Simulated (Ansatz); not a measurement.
Reaction (substitution at a C–N bond): `CN1[SiH2]C1O` + `O[Si](O)(F)F` → `CO[Si](O)(F)F` + `OC1N[SiH2]1`

Isolated molecules relaxed with PBE0-D4/def2-TZVP in Ansatz; ΔE leaves out vibrations. CCSD(T)/CBS adds triple-zeta CCSD(T) − MP2 to the extrapolated MP2 energy (def2 sets, frozen cores). Functionals use def2-TZVPP. B3LYP here is the variant with VWN-RPA as its local correlation; programs differ in this. One conformer a species, not always the lowest.

```tsv
level	ΔE (kJ/mol)	difference from CCSD(T)/CBS
PBE-D4	41.5	4.4
r2SCAN-D4	38.2	1.1
PBE0-D4	39.8	2.7
B3LYP-D4	35.0	-2.1
ωB97X-V	32.8	-4.3
ωB97M-V	34.0	-3.1
B2PLYP	35.8	-1.3
PBE	40.4	3.3
r2SCAN	37.8	0.7
PBE0	38.9	1.8
B3LYP	33.4	-3.7
HF/def2-TZVPP	24.8	-12.3
MP2/def2-TZVPP	42.9	5.8
SCS-MP2/def2-TZVPP	37.6	0.5
CCSD/def2-TZVPP	34.5	-2.6
CCSD(T)/def2-TZVPP	36.4	-0.7
HF/def2-QZVPP	24.5	-12.6
MP2/def2-QZVPP	43.2	6.1
SCS-MP2/def2-QZVPP	37.9	0.8
HF/CBS(def2)	24.4	-12.7
MP2/CBS(def2)	43.6	6.5
CCSD/CBS(def2)	35.2	-1.9
CCSD(T)/CBS	37.1	0
```

Largest T1 diagnostic among the species: 0.013.

In def2-TZVPP, CCSD(T) changes the Hartree–Fock value by +11.6 kJ/mol (the triples alone add +2.0 kJ/mol) and MP2 by +18.1 kJ/mol.
